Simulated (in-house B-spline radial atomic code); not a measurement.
# RPA and G0W0 on r2SCAN: Nb XIII (Nb12+)

Configuration [Ar] 3d10 4s1, highest spin, mean-field start r2SCAN. Computed with an all-electron radial atomic-structure program (B-spline basis): all electrons, non-relativistic, point nucleus, each spin shell either full or empty, empty states to l = 9 with an (l + 1/2)⁻⁴ tail; G0W0 by contour deformation at full frequency.

Without relativity these are model numbers: it shifts the levels of so heavy an element strongly and can reorder them.

Command:
```bash
python run_gw.py task.json out
```
Settings (radii: box in bohr, nucleus in fm):
```
Z                        41
electrons                29
configuration            [Ar] 3d10 4s1
hamiltonian              nr
method                   r2scan
lmax                     9
spin_polarised           True
box_radius               5.84
intervals                49
ion_configuration        [Ar] 3d10
```

Cost of the run: 5 s on 1 thread of Arm Neoverse N1, on a shared host.

Energies (hartree):

```csv
term,value
mean-field total,-3708.79606
Hartree-Fock functional on these orbitals,-3707.37260
direct second order,-2.3856
second-order exchange,0.70451
SOSEX correction,0.66702
```

What is the RPA correlation energy, and what remains with SOSEX?

RPA gives -2.1812 hartree (-2.05 eV per electron); RPA + SOSEX gives -1.5142, and the second-order doubles -1.681 hartree (no singles). SOSEX takes back 31 % of the RPA value.

Quasi-particle levels (eV):

```tsv
level	occupied	mean field	Σx - vxc	Σc	QP weight	G0W0
4s up	yes	-255.64	-7.11	?	?	?
3d down	yes	-435.46	-25.69	2.82	0.978	-458.33
3d up	yes	-435.99	-25.61	2.83	0.977	-458.77
3p down	yes	-580.99	-34.95	7.13	0.944	-608.81
4s down	no	-248.58	9.67	-3.07	0.972	-241.97
```

G0W0 = mean field + (Σx - vxc) + Σc, with Σc (partial-wave tail included) taken at the quasi-particle energy. Only the outer levels were computed.

Where does G0W0 put 4s up?

At -265.05 eV, with Σc = -2.30 eV and a quasi-particle weight of 0.982. The tabulated removal energy is 268.59 ± 0.04 eV (NIST, measured); the calculation leaves out relativity, Breit and QED terms, and what these don't explain is the method's own error.

What does it cost to remove one electron (to [Ar] 3d10) by differences of total energies, each species on its own start (correlation terms add to the Hartree-Fock functional)?

r2SCAN 264.17 eV, Hartree-Fock functional 262.47 eV, + RPA 264.56 eV, + RPA + SOSEX 263.60 eV, + second order 263.92 eV. Tabulated: 268.59 ± 0.04 eV (NIST, measured); the calculation leaves out relativity, Breit and QED terms, and what these don't explain is the method's own error.
